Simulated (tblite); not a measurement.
Species: C3H11B2NS2.
SMILES with atom numbers: `[CH3:1][NH:2][B:3]([BH:4][S:5][CH3:6])[S:7][CH3:8]` (hydrogens: H9, H10, H11 on C1; H12 on N2; H13 on B4; H14, H15, H16 on C6; H17, H18, H19 on C8)

Computed with GFN2-xTB (tblite), gas phase: L-BFGS steps from a force-field or distance-geometry start until the largest atomic force falls under 0.01 eV/Å.

Geometry at step 57:
```
atom  x, y, z in Å
C1     -1.5874    2.3179   -0.3929
N2     -0.4673    1.4626   -0.7338
B3     -0.3923    0.0947   -0.4907
B4      0.7661   -0.9236   -1.0885
S5      2.4332   -1.0934   -0.5560
C6      2.6865    0.1157    0.8006
S7     -1.7754   -0.5668    0.5056
C8     -1.3219   -2.3258    0.6797
H9     -2.5252    1.8170   -0.6370
H10    -1.5135    3.2484   -0.9490
H11    -1.6345    2.5346    0.6779
H12     0.2748    1.9490   -1.2077
H13     0.5132   -1.6962   -1.9414
H14     3.2144    0.9685    0.3877
H15     1.7418    0.4305    1.2310
H16     3.3089   -0.3580    1.5541
H17    -1.0895   -2.7222   -0.3050
H18    -0.4603   -2.4190    1.3376
H19    -2.1815   -2.8247    1.1203
```

Task: What forces act on the atoms?

Result: 
```
atom  Fx (eV/Å)  Fy (eV/Å)  Fz (eV/Å)
  C1     -0.037      0.043      0.007
  N2     -0.069     -0.023      0.047
  B3     -0.001      0.006      0.087
  B4      0.027     -0.036      0.047
  S5     -0.013     -0.044      0.055
  C6      0.011      0.044     -0.014
  S7     -0.016     -0.033      0.034
  C8     -0.001      0.049     -0.001
  H9      0.001     -0.007     -0.109
 H10     -0.095      0.079      0.024
 H11      0.186      0.028      0.023
 H12      0.030      0.023     -0.066
 H13      0.068      0.036     -0.047
 H14      0.009      0.065      0.006
 H15     -0.025     -0.063     -0.063
 H16     -0.036     -0.024     -0.027
 H17     -0.073     -0.102      0.112
 H18     -0.051     -0.005     -0.036
 H19      0.086     -0.036     -0.081
```

The largest, 0.19 eV/Å, acts on H11; the rms over all components is 0.055 eV/Å. The forces sum to zero within rounding, as they must for an isolated molecule in no field.

Task: Give the force on H11 in Eh/bohr and in nN.

Result: 0.189 eV/Å ÷ 51.422 = 0.00369 Eh/bohr, and 0.189 eV/Å × 1.602 = 0.30 nN.

Task: How far is this geometry from the end of the optimisation?

Result: 0.083 eV above it, and 0.469 Å rms away after alignment. The bonds farthest from their final lengths, with half the difference of the two atoms' forces along the bond (positive lengthens):

```tsv
bond	now (Å)	final (Å)	force along bond (eV/Å)
B3–S7	1.828	1.835	0.00
C1–H10	1.087	1.093	+0.01
B3–B4	1.654	1.660	+0.03
N2–H12	1.006	1.010	+0.07
C1–H9	1.091	1.088	+0.01
B4–S5	1.758	1.761	-0.02
```

The angle farthest from its final value is B3–B4–S5, 127.9° against 123.1°.

What follows is the cost of the whole relaxation. Time: 1.9 s. Hardware: one thread, Arm Neoverse N1 (aarch64), shared host.
